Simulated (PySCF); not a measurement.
C6H12N (doublet state).
Cartesian coordinates in Å at the GFN2-xTB level; atoms count from 1:
```
atom  x, y, z in Å
C1     2.6715   -0.5888   -0.2194
C2     1.3768   -0.7454    0.4590
N3     0.3210   -0.0492   -0.2224
C4     0.3236    1.4128   -0.2237
C5    -1.1910    1.3993    0.0051
C6    -1.0340   -0.0942    0.3348
C7    -1.9575   -1.0725   -0.3665
H8     2.7075   -0.2310   -1.2273
H9     3.5778   -0.8703    0.2777
H10    1.0813   -1.8099    0.4978
H11    1.4708   -0.4243    1.5222
H12    0.8837    1.8508    0.6129
H13    0.6817    1.8452   -1.1594
H14   -1.5638    2.0349    0.8038
H15   -1.7659    1.5718   -0.9008
H16   -1.0431   -0.2784    1.4211
H17   -2.9781   -0.9433   -0.0142
H18   -1.6460   -2.0955   -0.1690
H19   -1.9260   -0.9028   -1.4392
```

The hyperfine couplings belong to this conformer and change with its torsions.

The species is `N1(C[CH2])[C@@H](CC1)C` [radical].

Method used: UKS B3LYP, pcH-1 on C H N, non-relativistic, mean-field spin-orbit, GIAO (PySCF 2.14.0). The structure is a single GFN2-xTB conformer in the gas phase; no vibrational or solvent corrections. A GFN2-xTB geometry isn't a minimum of the functional, and hyperfine couplings can be far from their values at a DFT geometry. Stability of the SCF solution: not tested.

Principal values of hyperfine tensors in MHz (contact and dipolar terms together), for some of the nuclei:

```json
{"atom": "H10", "isotope": "1H", "A1": "148.38", "A2": "151.57", "A3": "163.17"}
{"atom": "H11", "isotope": "1H", "A1": "84.19", "A2": "84.52", "A3": "98.70"}
{"atom": "H8", "isotope": "1H", "A1": "-104.01", "A2": "-64.10", "A3": "-24.90"}
{"atom": "H9", "isotope": "1H", "A1": "-102.17", "A2": "-63.26", "A3": "-23.40"}
{"atom": "C2", "isotope": "13C", "A1": "-39.32", "A2": "-36.68", "A3": "-34.64"}
{"atom": "N3", "isotope": "14N", "A1": "3.86", "A2": "4.17", "A3": "5.35"}
{"atom": "C6", "isotope": "13C", "A1": "-1.94", "A2": "-1.88", "A3": "-0.95"}
{"atom": "C4", "isotope": "13C", "A1": "-2.19", "A2": "-1.69", "A3": "-0.34"}
```

(1) Split each tensor into its isotropic and traceless parts, and turn a_iso into mT with g = 2.0027.

(2) What spin density at the nucleus of N3 lies behind its contact coupling (g_N = 0.40376)?

(3) C1 (13C, g_N = 1.40482) isn't in the table. Its spin density at the nucleus is 0.07822 bohr⁻³. What is its contact coupling?

(4) What first-order splitting does H11 cause when the field lies along A1, A2 or A3 of its tensor (g taken as isotropic, no quadrupole term)?

Answers

(1) a_iso = (A1 + A2 + A3)/3, Ti = Ai − a_iso; 1 mT corresponds to 28.030 MHz.

```
atom  a_iso (MHz)  a_iso (mT)      T1     T2     T3
 H10       154.37       5.508   -5.99  -2.80   8.79
 H11        89.14       3.180   -4.95  -4.62   9.57
  H8       -64.34      -2.295  -39.67   0.24  39.43
  H9       -62.94      -2.246  -39.23  -0.31  39.54
  C2       -36.88      -1.316   -2.44   0.20   2.23
  N3         4.46       0.159   -0.60  -0.29   0.89
  C6        -1.59      -0.057   -0.35  -0.29   0.64
  C4        -1.41      -0.050   -0.78  -0.29   1.07
```

(2) a_FC = (2μ0/3) gₑ μB g_N μN ρ(0)/(2S·h) = 800.24 MHz × g_N × ρ(0)/(2S), with ρ in bohr⁻³. With a_FC = 4.46 MHz and 2S = 1, ρ(0) = 0.0138 bohr⁻³.

(3) By the same relation, a_FC = 87.9 MHz. Its full tensor has the principal values 6.57, 7.22, 250.02 MHz.

(4) 2 lines (I = 1/2), spaced by |A_i|/(g × 13.996): 3.00, 3.02, 3.52 mT along the axes of A1, A2 and A3.

Hardware: Arm Neoverse V1, one thread (shared host). Cost: 85 s (grids of density and orbitals included), 0.97 GiB resident at most.
